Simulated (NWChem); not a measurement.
All runs are NWChem calculations. System: acetate (C$_{2}$H$_{3}$O$_{2}$ (-1)), charge -1, spin multiplicity 1, at a geometry optimised with PBE/def2-SVP. Level: B3LYP/def2-TZVPD, VWN1-RPA local correlation.

Job file:

```
start mol
memory heap 200 mb stack 900 mb global 1100 mb
charge -1
geometry units angstroms nocenter noautoz noautosym
  C     -1.353836    -0.160748    -0.001137
  C      0.224700     0.019147    -0.000173
  O      0.895094    -1.038584    -0.135871
  O      0.607957     1.212078     0.136544
  H     -1.784479     0.248340     0.940910
  H     -1.661402    -1.223367    -0.112007
  H     -1.803714     0.436683    -0.826429
end
basis spherical
  * library def2-tzvpd
end
dft
  xc b3lyp
  semidirect memsize 60000000 filesize 0
  iterations 100
end
task dft energy
```

NWChem printed:

```
             Northwest Computational Chemistry Package (NWChem) 7.3.0
             --------------------------------------------------------

                                NWChem Input Module
                                -------------------

 Scaling coordinates for geometry "geometry" by  1.889725989
 (inverse scale =  0.529177249)

                             Geometry "geometry" -> ""
                             -------------------------

 Output coordinates in angstroms (scale by  1.889725989 to convert to a.u.)

  No.       Tag          Charge          X              Y              Z
 ---- ---------------- ---------- -------------- -------------- --------------
    1 C                    6.0000    -1.35383600    -0.16074800    -0.00113700
    2 C                    6.0000     0.22470000     0.01914700    -0.00017300
    3 O                    8.0000     0.89509400    -1.03858400    -0.13587100
    4 O                    8.0000     0.60795700     1.21207800     0.13654400
    5 H                    1.0000    -1.78447900     0.24834000     0.94091000
    6 H                    1.0000    -1.66140200    -1.22336700    -0.11200700
    7 H                    1.0000    -1.80371400     0.43668300    -0.82642900

 Effective nuclear repulsion energy (a.u.)     110.6457224265

            Nuclear Dipole moment (a.u.)
            ----------------------------
        X                 Y               Z
 ---------------- ---------------- ----------------
    -0.0000056692     0.0000037795    -0.0000037795


 Summary of "ao basis" -> "" (spherical)
 ------------------------------------------------------------------------------
       Tag                 Description            Shells   Functions and Types
 ---------------- ------------------------------  ------  ---------------------
 *                         def2-tzvpd                 on all atoms

                                 NWChem DFT Module
                                 -----------------

 Summary of "ao basis" -> "ao basis" (spherical)
 ------------------------------------------------------------------------------
       Tag                 Description            Shells   Functions and Types
 ---------------- ------------------------------  ------  ---------------------
 C                         def2-tzvpd               13       37   6s3p3d1f
 O                         def2-tzvpd               14       40   6s4p3d1f
 H                         def2-tzvpd                5        9   3s2p

 Summary of "ao basis" -> "ao basis" (spherical)
 ------------------------------------------------------------------------------
       Tag                 Description            Shells   Functions and Types
 ---------------- ------------------------------  ------  ---------------------
 C                         def2-tzvpd               13       37   6s3p3d1f
 O                         def2-tzvpd               14       40   6s4p3d1f
 H                         def2-tzvpd                5        9   3s2p

            General Information
            -------------------
          SCF calculation type: DFT
          Wavefunction type:  closed shell.
          No. of atoms     :     7
          No. of electrons :    32
           Alpha electrons :    16
            Beta electrons :    16
          Charge           :    -1
          Spin multiplicity:     1
          Use of symmetry is: off; symmetry adaption is: off
          Maximum number of iterations: 100
          AO basis - number of functions:   181
                     number of shells:    69
          Convergence on energy requested:  1.00D-06
          Convergence on density requested:  1.00D-05
          Convergence on gradient requested:  5.00D-04

              XC Information
              --------------
                         B3LYP Method XC Potential
                     Hartree-Fock (Exact) Exchange  0.200
                        Slater Exchange Functional  0.800 local
                    Becke 1988 Exchange Functional  0.720 non-local
              Lee-Yang-Parr Correlation Functional  0.810
                  VWN I RPA Correlation Functional  0.190 local

             Grid Information
             ----------------
          Grid used for XC integration:  medium
          Radial quadrature: Mura-Knowles
          Angular quadrature: Lebedev.
          Tag              B.-S. Rad. Rad. Pts. Rad. Cut. Ang. Pts.
          ---              ---------- --------- --------- ---------
          C                   0.70       49          11.0       434
          O                   0.60       49          11.0       434
          H                   0.35       45          12.0       434
          Grid pruning is: on
          Number of quadrature shells:   331
          Spatial weights used:  Erf1

          Convergence Information
          -----------------------
          Convergence aids based upon iterative change in
          total energy or number of iterations.
          Levelshifting, if invoked, occurs when the
          HOMO/LUMO gap drops below (HL_TOL):  1.00D-02
          DIIS, if invoked, will attempt to extrapolate
          using up to (NFOCK): 10 stored Fock matrices.

                    Damping( 0%)  Levelshifting(0.5)       DIIS
                  --------------- ------------------- ---------------
          dE  on:    start            ASAP                start
          dE off:    2 iters        100 iters           100 iters

      Screening Tolerance Information
      -------------------------------
          Density screening/tol_rho:  1.00D-10
          AO Gaussian exp screening on grid/accAOfunc:  14
          CD Gaussian exp screening on grid/accCDfunc:  20
          XC Gaussian exp screening on grid/accXCfunc:  20
          Schwarz screening/accCoul:  1.00D-08

      Superposition of Atomic Density Guess
      -------------------------------------

 Sum of atomic energies:        -226.41094758

 Renormalizing density from      31.00 to     32

      Non-variational initial energy
      ------------------------------

 Total energy =    -232.471230
 1-e energy   =    -545.096863
 2-e energy   =     201.979910
 HOMO         =      -0.197183
 LUMO         =      -0.175098

------------------------------------------------------------
EAF file 0: "./mol.aoints.0" size=524288 bytes
------------------------------------------------------------
               write      read    awrite     aread      wait
               -----      ----    ------     -----      ----
     calls:        1         0         0         0         0
   data(b): 5.24e+05  0.00e+00  0.00e+00  0.00e+00
   time(s): 0.00e+00  0.00e+00  0.00e+00  0.00e+00  0.00e+00
rate(mb/s): 0.00e+00  0.00e+00
------------------------------------------------------------

 Grid integrated density:      32.000194104774
 Requested integration accuracy:   0.10E-05

   convergence    iter        energy       DeltaE   RMS-Dens  Diis-err    time
 ---------------- ----- ----------------- --------- --------- ---------  ------
 d= 0,ls=0.0,diis     1   -213.0021189829 -3.24D+02  1.79D+02  5.17D+01    11.5
 d= 0,ls=0.0,diis     2   -214.1380737913 -1.14D+00  2.80D-02  1.00D+02    17.8
 d= 0,ls=0.0,diis     3   -227.2663127817 -1.31D+01  1.66D-02  1.16D+01    24.0
 d= 0,ls=0.0,diis     4   -228.3443565230 -1.08D+00  5.12D-03  2.13D+00    29.9
 d= 0,ls=0.0,diis     5   -228.6187066902 -2.74D-01  1.20D-03  9.33D-02    36.8
  Resetting Diis
 d= 0,ls=0.0,diis     6   -228.6202733205 -1.57D-03  8.33D-04  7.00D-02    43.5
 d= 0,ls=0.0,diis     7   -228.6264870631 -6.21D-03  6.47D-04  5.13D-03    49.6
 d= 0,ls=0.0,diis     8   -228.6244006051  2.09D-03  4.44D-04  2.81D-02    56.2
 d= 0,ls=0.0,diis     9   -228.6269733086 -2.57D-03  5.31D-05  2.10D-04    61.7
 d= 0,ls=0.0,diis    10   -228.6269971525 -2.38D-05  8.43D-06  4.62D-06    69.1
 d= 0,ls=0.0,diis    11   -228.6269975749 -4.22D-07  2.55D-06  2.96D-07    75.4

         Total DFT energy =     -228.626997574931
      One electron energy =     -538.669546022112
           Coulomb energy =      228.743010655835
    Exchange-Corr. energy =      -29.346184635108
 Nuclear repulsion energy =      110.645722426454

 Numeric. integr. density =       32.000000006332

     Total iterative time =     74.3s

                       DFT Final Molecular Orbital Analysis
                       ------------------------------------

 Vector   14  Occ=2.000000D+00  E=-5.777046D-02
              MO Center=  7.1D-01,  1.1D-01,  3.5D-03, r^2= 2.0D+00
   Bfn.  Coefficient  Atom+Function         Bfn.  Coefficient  Atom+Function
  ----- ------------  ---------------      ----- ------------  ---------------
   123     -0.335723  4 O  pz                83      0.327348  3 O  pz
   126     -0.275767  4 O  pz                86      0.268995  3 O  pz
   129     -0.208032  4 O  pz                89      0.203166  3 O  pz
   132     -0.070721  4 O  pz                92      0.070008  3 O  pz
    59     -0.049395  2 C  d -1             122      0.040230  4 O  py

 Vector   15  Occ=2.000000D+00  E=-4.276511D-02
              MO Center=  3.8D-01,  4.7D-02,  5.7D-04, r^2= 2.6D+00
   Bfn.  Coefficient  Atom+Function         Bfn.  Coefficient  Atom+Function
  ----- ------------  ---------------      ----- ------------  ---------------
   121      0.296070  4 O  px                81      0.293157  3 O  px
     5     -0.240729  1 C  s                124      0.238855  4 O  px
    84      0.234606  3 O  px                 7      0.196010  1 C  px
   127      0.192882  4 O  px                87      0.184830  3 O  px
    43      0.164593  2 C  s                  4      0.156222  1 C  s

 Vector   16  Occ=2.000000D+00  E=-4.014446D-02
              MO Center=  6.3D-01,  6.4D-02, -3.3D-04, r^2= 2.2D+00
   Bfn.  Coefficient  Atom+Function         Bfn.  Coefficient  Atom+Function
  ----- ------------  ---------------      ----- ------------  ---------------
   121      0.295106  4 O  px                81     -0.243133  3 O  px
    82     -0.241641  3 O  py               124      0.240130  4 O  px
    84     -0.198225  3 O  px                85     -0.195410  3 O  py
   127      0.196384  4 O  px               122     -0.172154  4 O  py
    87     -0.162622  3 O  px                88     -0.152553  3 O  py

 Vector   17  Occ=0.000000D+00  E= 1.425881D-01
              MO Center= -1.9D+00, -2.4D-01, -4.9D-03, r^2= 1.1D+01
   Bfn.  Coefficient  Atom+Function         Bfn.  Coefficient  Atom+Function
  ----- ------------  ---------------      ----- ------------  ---------------
     5      7.825179  1 C  s                  6      3.001383  1 C  s
   166     -2.664063  6 H  s                157     -2.090724  5 H  s
   175     -2.085672  7 H  s                 50      2.024411  2 C  px
   120     -1.967429  4 O  s                 80     -1.926624  3 O  s
    43      1.594105  2 C  s                 42     -1.229210  2 C  s

 Vector   18  Occ=0.000000D+00  E= 1.736293D-01
              MO Center=  4.5D-01, -7.1D-02, -1.4D-02, r^2= 1.7D+01
   Bfn.  Coefficient  Atom+Function         Bfn.  Coefficient  Atom+Function
  ----- ------------  ---------------      ----- ------------  ---------------
    43     12.118554  2 C  s                 80     -7.177058  3 O  s
   120     -6.666605  4 O  s                 42      6.540153  2 C  s
     6     -4.309559  1 C  s                  5     -2.259071  1 C  s
   166      1.690904  6 H  s                 50      1.585667  2 C  px
    79     -1.480685  3 O  s                131      1.321250  4 O  py

 Vector   19  Occ=0.000000D+00  E= 1.863828D-01
              MO Center=  3.2D-01,  5.8D-02,  5.6D-03, r^2= 1.7D+01
   Bfn.  Coefficient  Atom+Function         Bfn.  Coefficient  Atom+Function
  ----- ------------  ---------------      ----- ------------  ---------------
    80      4.872007  3 O  s                120     -4.806888  4 O  s
    51      2.279727  2 C  py               131      2.249962  4 O  py
   166      2.189805  6 H  s                 91      2.122121  3 O  py
    14      1.558442  1 C  py                 5      1.516291  1 C  s
   157     -1.427407  5 H  s                175     -1.389005  7 H  s

 center of mass
 --------------
 x =   0.16654215 y =   0.01707583 z =  -0.00007884

 moments of inertia (a.u.)
 ------------------
         160.736204484601          -1.218716118828           2.148260130770
          -1.218716118828         186.858131224751         -17.556574709592
           2.148260130770         -17.556574709592         331.976484756705

     Multipole analysis of the density
     ---------------------------------

     L   x y z        total         alpha         beta         nuclear
     -   - - -        -----         -----         ----         -------
     0   0 0 0     -1.000000    -16.000000    -16.000000     31.000000

     1   1 0 0     -1.375851     -0.687923     -0.687923     -0.000006
     1   0 1 0     -0.165190     -0.082597     -0.082597      0.000004
     1   0 0 1     -0.001363     -0.000679     -0.000679     -0.000004

     2   2 0 0    -24.924229    -65.786350    -65.786350    106.648471
     2   1 1 0      0.278929     -0.916421     -0.916421      2.111771
     2   1 0 1      0.107255      0.593102      0.593102     -1.078950
     2   0 2 0    -27.013063    -53.303453    -53.303453     79.593843
     2   0 1 1     -0.906837     -4.852619     -4.852619      8.798402
     2   0 0 2    -19.554655    -13.130006    -13.130006      6.705357

 Task  times  cpu:       75.5s     wall:       75.5s

 Total times  cpu:       75.5s     wall:       75.5s
```
